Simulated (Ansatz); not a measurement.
Reaction (ligand exchange at the Si–S bond): `N[SiH2]S[SiH2]N` + `[OH][GeH3]` → `N[SiH2][O][GeH3]` + `N[SiH2]S`

Program: Ansatz. Geometries: PBE0-D4/def2-TZVP. ΔE: electronic, gas phase. CCSD(T)/CBS is the MP2 limit (def2-TZVPP, def2-QZVPP) plus CCSD(T) − MP2 in def2-TZVPP, frozen cores. DFT in def2-TZVPP. For Ge outer-core shells are correlated without core-valence functions, which leaves a few kJ/mol of doubt a bond. Scalar relativity is left out up to krypton. One conformer a species, not always the lowest.

Task: Is it downhill or uphill in electronic energy at CCSD(T)/CBS, and by how much? (An estimate is asked.)

Result: The calculation gave: Downhill: ΔE = -0.44 eV.

Task: What do these levels give: PBE-D4, r2SCAN-D4, ωB97M-V, PBE0, SCS-MP2/def2-QZVPP, HF/CBS(def2)? (Estimate.)

Result: The calculation gave: PBE-D4 -0.26, r2SCAN-D4 -0.39, ωB97M-V -0.42, PBE0 -0.37, SCS-MP2/def2-QZVPP -0.49, HF/CBS(def2) -0.76 eV.

Largest T1 diagnostic among the species: 0.012.

The D4 term adds +0.10 eV with B3LYP and +0.06 eV with PBE0; it sums over pairs of atoms, weighted by their polarisabilities, and B3LYP, whose exchange is more repulsive, gets the larger term. From PBE to PBE0 (25 % exact exchange), in def2-TZVPP and without D4, ΔE moves by −0.05 eV.

B3LYP here is the variant with VWN-RPA as its local correlation; programs differ in this.
